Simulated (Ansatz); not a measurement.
YCl₃, 4 atoms. Hardware: 4 threads of Arm Neoverse V1 on a shared host.

In the def2 sets Y takes a core potential; there is no spin–orbit coupling. Correlated methods freeze 15 core orbitals; core or outer-core shells of Y are correlated, in sets that lack core-valence functions.

(1) How many basis functions does each of these Ansatz runs have, and roughly what does it cost? PBE0-D4/def2-SVP, charge -1 doublet at the geometry of the charge 0 singlet, energy with a search over starts; r2SCANh-D4/def2-TZVP, charge 0 singlet, energy, from earlier orbitals; PBE-D4/def2-TZVP, charge 0 triplet at the geometry of the charge 0 singlet, energy, from earlier orbitals; B97M-V/def2-TZVP, charge 0 singlet, energy, from earlier orbitals; PBE0-D4/def2-SVP, charge 1 doublet at the geometry of the charge 0 singlet, energy with a search over starts; LDA (SPW92)/def2-TZVP, charge 0 singlet, energy, from earlier orbitals; MP2/def2-TZVP, charge 0 singlet, energy, from earlier orbitals; PBE0-D4/def2-SVP, charge 0 singlet, energy with a search over starts; PBE-D4/def2-SVP, charge 0 singlet, relaxation, 7 steps; PBE0-D4/def2-TZVP, charge 0 singlet, energy and forces, from earlier orbitals; r2SCAN-D4/def2-TZVPD, charge -1 doublet at the geometry of the charge 0 singlet, energy, from earlier orbitals; PBE-D4/def2-TZVP, charge 1 doublet at the geometry of the charge 0 singlet, energy, from earlier orbitals.

Answers

(1) Other jobs shared the machine, so times can vary by a factor of up to 3. A dash marks memory too small to be measured apart from the calling script's.

| run | functions | fitting or Cholesky vectors | wall time | peak host memory (GiB) |
| --- | --- | --- | --- | --- |
| LDA (SPW92)/def2-TZVP, charge 0 singlet, energy, from earlier orbitals | 151 | 1104 | 1.1 s | – |
| MP2/def2-TZVP, charge 0 singlet, energy, from earlier orbitals | 151 | 989 | 1.2 s | – |
| PBE0-D4/def2-SVP, charge 0 singlet, energy with a search over starts | 85 | 789 | 1.7 s | – |
| PBE0-D4/def2-SVP, charge -1 doublet at the geometry of the charge 0 singlet, energy with a search over starts | 85 | 789 | 2.5 s | – |
| PBE0-D4/def2-TZVP, charge 0 singlet, energy and forces, from earlier orbitals | 151 | 1186 | 3.2 s | – |
| PBE-D4/def2-TZVP, charge 1 doublet at the geometry of the charge 0 singlet, energy, from earlier orbitals | 151 | 1104 | 3.3 s | – |
| r2SCANh-D4/def2-TZVP, charge 0 singlet, energy, from earlier orbitals | 151 | 1104 | 4.8 s | – |
| PBE0-D4/def2-SVP, charge 1 doublet at the geometry of the charge 0 singlet, energy with a search over starts | 85 | 789 | 6 s | – |
| B97M-V/def2-TZVP, charge 0 singlet, energy, from earlier orbitals | 151 | 1104 | 6.5 s | – |
| PBE-D4/def2-TZVP, charge 0 triplet at the geometry of the charge 0 singlet, energy, from earlier orbitals | 151 | 1104 | 7 s | – |
| PBE-D4/def2-SVP, charge 0 singlet, relaxation, 7 steps | 85 | 874 | 8 s | – |
| r2SCAN-D4/def2-TZVPD, charge -1 doublet at the geometry of the charge 0 singlet, energy, from earlier orbitals | 178 | 1176 | 11 s | – |
